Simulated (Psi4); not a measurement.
Noncovalent pair: NH3 (SMILES N) (first 4 atoms) with PH3 (SMILES P); geometry from B3LYP-D3(BJ)/def2-TZVP, rigid monomers moved along the line of their centres of mass till N1···P5 is 4.51 Å.
(charge 0, multiplicity 1):
```
atom    x (Å)    y (Å)    z (Å)
----  -------  -------  -------
N     -0.0643  -0.1165   0.0765
H     -0.9063  -0.6806   0.0766
H     -0.3421   0.8358  -0.1314
H      0.5202  -0.4387  -0.6864
P     -0.0631   0.6569   4.5222
H      1.1824   1.1570   4.0744
H      0.2959   0.7292   5.8976
H      0.3245  -0.6980   4.3953
```

All values below come from SAPT0/jun-cc-pV(D+d)Z (Psi4).

Q: Which attractive term is largest, and how does the interaction split up?

A: electrostatics -0.45, exchange 0.07, induction -0.06, dispersion -0.17, total -0.59 kcal/mol; the largest attraction is electrostatics.
